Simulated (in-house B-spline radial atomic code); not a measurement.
A radial electron density 4πr²n(r) was computed for an atom or ion in its tabulated ground configuration with a B-spline radial code for spherical atoms; method: non-relativistic BP86, spin-polarised, spherical fractional occupations. Columns: r (bohr), 4πr²n(r) (electrons per bohr), bar.

```
 0.00983   0.1412 #
  0.0115   0.1894 #
  0.0134   0.2513 ##
  0.0156   0.3317 ##
  0.0183   0.4419 ###
  0.0213   0.5774 ####
  0.0249   0.7556 #####
   0.029   0.9757 #######
  0.0339    1.257 #########
  0.0395    1.596 ###########
  0.0461    2.008 ##############
  0.0538    2.494 ##################
  0.0628    3.052 #####################
  0.0734    3.674 ##########################
  0.0856    4.321 ##############################
  0.0999    4.966 ###################################
   0.117    5.564 #######################################
   0.136    6.008 ##########################################
   0.159    6.267 ############################################
   0.185    6.257 ############################################
   0.216    5.941 ##########################################
   0.253    5.304 #####################################
   0.295    4.442 ###############################
   0.344    3.457 ########################
   0.402    2.491 #################
   0.469    1.722 ############
   0.547    1.246 #########
   0.639    1.089 ########
   0.745    1.188 ########
    0.87     1.41 ##########
    1.02    1.596 ###########
    1.19    1.609 ###########
    1.38    1.431 ##########
    1.61    1.096 ########
    1.88   0.7105 #####
     2.2   0.3791 ###
    2.57   0.1647 #
       3  0.05676 
     3.5  0.01519 
    4.08 0.003076 
    4.76 0.0004398
```

Problem. Which atom or ion is it?
A. C2+
B. C3+
C. C+
D. B2+

Solution. A. The area under the curve, ∫4πr²n dr = ∫r·4πr²n d(ln r) on this logarithmic grid, is 4 electrons, which only this option has. The configuration is [He] 2s2.
